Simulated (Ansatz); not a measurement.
The same redistribution along the group Sc, Y.

Isolated molecules relaxed with PBE0-D4/def2-TZVP in Ansatz; ΔE leaves out vibrations. CBS: MP2 limit from def2 TZ/QZ plus the TZ coupled-cluster correction, frozen cores. DFT in def2-TZVPP. Elements past krypton have def2 core potentials. For Sc, Sn, Y outer-core shells are correlated without core-valence functions, which leaves a few kJ/mol of doubt a bond. Scalar relativity is left out up to krypton.

| reaction | ωB97M-V (eV) | CCSD/CBS(def2) (eV) | B97M-V (eV) |
| --- | --- | --- | --- |
| `[CH3][Sc]([CH3])[Cl]` + `F[SiH2][SnH3]` → `[CH3][Sc]([F])[Cl]` + `C[SiH2][SnH3]` | -1.37 | -1.26 | -1.39 |
| `[CH3][Y]([CH3])[Cl]` + `F[SiH2][SnH3]` → `[CH3][Y]([F])[Cl]` + `C[SiH2][SnH3]` | -1.43 | -1.40 | -1.42 |

(1) Give the CCSD(T)/CBS values in the same order. (Estimate.)

Largest T1 diagnostic: 0.014, for `[CH3][Sc]([F])[Cl]`.

Answers

(1) The calculation gave: -1.29, -1.42 eV.
